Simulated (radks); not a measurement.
Ba+, 55 electrons, occupied as [Xe] 6p1 (not the ground configuration).

All-electron calculation, Dirac Kohn-Sham, PBE, spin-unpolarised, spherical densities, finite nucleus; open shells are shared between the two j in proportion to 2j + 1; Fermi nuclear charge, rms radius 4.8378 fm. Program: a radial shooting solver on a logarithmic mesh with Libxc functionals.

Energy parts (Ry):
| part | energy |
|---|---|
| total | -16277.3987 |
| kinetic | 17374.8881 |
| electron-nucleus | -39557.9608 |
| Hartree | 6301.7314 |
| exchange-correlation | -396.0574 |

Orbitals (lengths in bohr, moments of r in powers of bohr; r(90%) holds 90 % of the orbital's charge):
1s1/2: occ. 2; eigenvalue (Ry) -2736.569; <r^4> 2.075e-06; <r> 0.02558; r(90%) 0.0461
2s1/2: occ. 2; eigenvalue (Ry) -432.8058; <r^4> 0.0003458; <r> 0.1093; r(90%) 0.170
2p1/2: occ. 2; eigenvalue (Ry) -407.7322; <r^4> 0.0002189; <r> 0.09193; r(90%) 0.151
2p3/2: occ. 4; eigenvalue (Ry) -379.6755; <r^4> 0.0002686; <r> 0.09793; r(90%) 0.159
3s1/2: occ. 2; eigenvalue (Ry) -91.75842; <r^4> 0.01438; <r> 0.2916; r(90%) 0.429
3p1/2: occ. 2; eigenvalue (Ry) -81.23251; <r^4> 0.01351; <r> 0.2815; r(90%) 0.423
3p3/2: occ. 4; eigenvalue (Ry) -75.80929; <r^4> 0.01580; <r> 0.2934; r(90%) 0.440
3d3/2: occ. 4; eigenvalue (Ry) -57.34014; <r^4> 0.01238; <r> 0.2644; r(90%) 0.415
3d5/2: occ. 6; eigenvalue (Ry) -56.18412; <r^4> 0.01300; <r> 0.2681; r(90%) 0.420
4s1/2: occ. 2; eigenvalue (Ry) -18.40671; <r^4> 0.3834; <r> 0.6739; r(90%) 0.969
4p1/2: occ. 2; eigenvalue (Ry) -14.58000; <r^4> 0.4588; <r> 0.6969; r(90%) 1.02
4p3/2: occ. 4; eigenvalue (Ry) -13.44966; <r^4> 0.5344; <r> 0.7241; r(90%) 1.05
4d3/2: occ. 4; eigenvalue (Ry) -7.19943; <r^4> 0.8870; <r> 0.7946; r(90%) 1.20
4d5/2: occ. 6; eigenvalue (Ry) -7.00728; <r^4> 0.9325; <r> 0.8046; r(90%) 1.21
5s1/2: occ. 2; eigenvalue (Ry) -2.96746; <r^4> 13.31; <r> 1.636; r(90%) 2.35
5p1/2: occ. 2; eigenvalue (Ry) -1.97320; <r^4> 22.95; <r> 1.849; r(90%) 2.70
5p3/2: occ. 4; eigenvalue (Ry) -1.81884; <r^4> 27.29; <r> 1.930; r(90%) 2.82
6p1/2: occ. 0.333333; eigenvalue (Ry) -0.42035; <r^4> 1376; <r> 5.251; r(90%) 7.53
6p3/2: occ. 0.666667; eigenvalue (Ry) -0.40397; <r^4> 1550; <r> 5.422; r(90%) 7.75

The highest occupied level is 6p3/2 at -5.496 eV. The electron density at the nucleus is 3.227e+05 e/bohr^3. The density falls to 0.001 e/bohr^3 at r = 4.67 bohr. Summed over all electrons, <r^2> = 76.40 bohr^2, which gives a Langevin (diamagnetic) susceptibility term of -60.5 x 10^-6 cm^3/mol.
